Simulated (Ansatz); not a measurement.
C3H3, charge -1, singlet, geometry from GFN2-xTB (a gas-phase anion, which may not be bound at this level), with bond 5-1 at 1.8 times its length; CASSCF(2,2)/STO-3G (Ansatz, a quantum-chemistry and plane-wave program).

The Ansatz input:
Ansatz 0.2 input:
```yaml
crystal:
  periodic: [false, false, false]
  atoms:
    - {symbol: C, position_ang: [0.01518375, -0.05215635, 0.80692694]}
    - {symbol: C, position_ang: [0.00358775, -0.76678282, -0.60757516]}
    - {symbol: C, position_ang: [-0.01975703, 0.56152495, -0.52766124]}
    - {symbol: H, position_ang: [0.93576145, -0.00004142, 1.42844009]}
    - {symbol: H, position_ang: [-1.60379180, -0.01939612, 1.98334880]}
    - {symbol: H, position_ang: [-0.04560120, 1.57848298, -0.91907802]}
basis:
  gaussian:
    orbitals: STO-3G
hamiltonian:
  xc: hf
total_charge: -1
magnetization: {spin_polarized: false}
correlation: {active_space: {window: {electrons: 2, orbitals: 2}}}
```

The log (banner, timings and long lists left out):

```
Functional definition: HF
246 factors; integrals over basis functions are off by at most 3.7e-5 eV
mean field evaluation 1: about -3083.0563 eV, gradient 2.3e1 eV
mean field evaluation 2: about -3083.1428 eV, gradient 2.3e1 eV
mean field evaluation 4: about -3086.5568 eV, gradient 2.7e0 eV
mean field evaluation 8: about -3086.6135 eV, gradient 1.0e-1 eV
mean field -3086.61361157 eV, -113.4309580434 hartree, gradient 1.7e-6 eV, S^2 0.000000; 0 other end points of the search recorded, 0 dependent functions left out
reference -3086.61361157 eV, -113.4309580434 hartree; 11, 11 occupied and 7, 7 virtual orbitals, 246 factors
state -3088.36844916 eV, -113.4954471353 hartree
Total energy: -3088.36844916 eV, -113.4954471353 hartree
```
